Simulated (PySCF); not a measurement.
## Electron correlation in Nb⁺ (niobium, charge +1)

[Kr] 4d3 5p1, one real determinant (an excited configuration). Computed with PySCF 2.14 in aug-cc-pwCVDZ-PP with ECP28MDF, with a scalar-relativistic core potential. Frozen: 4s2 4p6; 4 electrons correlated.

```json
{"level": "CCSD", "correlation energy (mhartree)": "-31.39"}
{"level": "(T)", "correlation energy (mhartree)": "-0.95"}
{"level": "CCSD(T)", "correlation energy (mhartree)": "-32.34"}
```

Diagnostics: T1 = 0.011, D1 = 0.0300, largest double amplitude 0.093.

The real determinant used has ⟨L²⟩ near 14 against 20 for a pure G term, so it mixes terms.

Cost of the coupled-cluster step: roughly 2.3 core-seconds, for 4 correlated electrons.

Iterations:

```
CC2 = 0
CCSD nocc = (np.int64(4), np.int64(0)), nmo = (66, 66)
frozen orbitals [[0, 1, 2, 3], [0, 1, 2, 3]]
max_cycle = 100
direct = 0
conv_tol = 1e-08
conv_tol_normt = 1e-06
diis_space = 8
diis_start_cycle = 0
Init t2, MP2 energy = -0.0234332730518605
Init E_corr(UCCSD) = -0.0234332730524542
cycle = 1  E_corr(UCCSD) = -0.0280714313525134  dE = -0.0046381583  norm(t1,t2) = 0.0318957
cycle = 2  E_corr(UCCSD) = -0.0292560997523294  dE = -0.0011846684  norm(t1,t2) = 0.018392
cycle = 3  E_corr(UCCSD) = -0.0303447098953288  dE = -0.00108861014  norm(t1,t2) = 0.0140176
cycle = 4  E_corr(UCCSD) = -0.0305553440143417  dE = -0.000210634119  norm(t1,t2) = 0.0093019
cycle = 5  E_corr(UCCSD) = -0.0309829554143772  dE = -0.0004276114  norm(t1,t2) = 0.00612662
cycle = 6  E_corr(UCCSD) = -0.0310311886202387  dE = -4.82332059e-05  norm(t1,t2) = 0.00428003
cycle = 7  E_corr(UCCSD) = -0.0313450904580263  dE = -0.000313901838  norm(t1,t2) = 0.00333087
cycle = 8  E_corr(UCCSD) = -0.0312668275970171  dE = 7.8262861e-05  norm(t1,t2) = 0.00185424
cycle = 9  E_corr(UCCSD) = -0.0314051539529907  dE = -0.000138326356  norm(t1,t2) = 0.00104696
cycle = 10  E_corr(UCCSD) = -0.0313774832531914  dE = 2.76706998e-05  norm(t1,t2) = 0.000495055
cycle = 11  E_corr(UCCSD) = -0.0313913687250434  dE = -1.38854719e-05  norm(t1,t2) = 0.00031029
cycle = 12  E_corr(UCCSD) = -0.0313917097440599  dE = -3.41019016e-07  norm(t1,t2) = 0.000217832
cycle = 13  E_corr(UCCSD) = -0.0313929815054446  dE = -1.27176138e-06  norm(t1,t2) = 0.000128401
cycle = 14  E_corr(UCCSD) = -0.0313930618822203  dE = -8.03767757e-08  norm(t1,t2) = 5.98516e-05
cycle = 15  E_corr(UCCSD) = -0.0313931471329418  dE = -8.52507215e-08  norm(t1,t2) = 1.43077e-05
cycle = 16  E_corr(UCCSD) = -0.0313930258496345  dE = 1.21283307e-07  norm(t1,t2) = 7.64914e-06
cycle = 17  E_corr(UCCSD) = -0.0313930370969992  dE = -1.12473647e-08  norm(t1,t2) = 1.66414e-06
cycle = 18  E_corr(UCCSD) = -0.0313930381884409  dE = -1.0914417e-09  norm(t1,t2) = 8.22933e-07
UCCSD converged
E(UCCSD) = -55.81590718681721  E_corr = -0.03139303818844089
UCCSD(T) correction = -0.00095052378539712
```

The reference is one real determinant that mixes LS terms of this configuration.
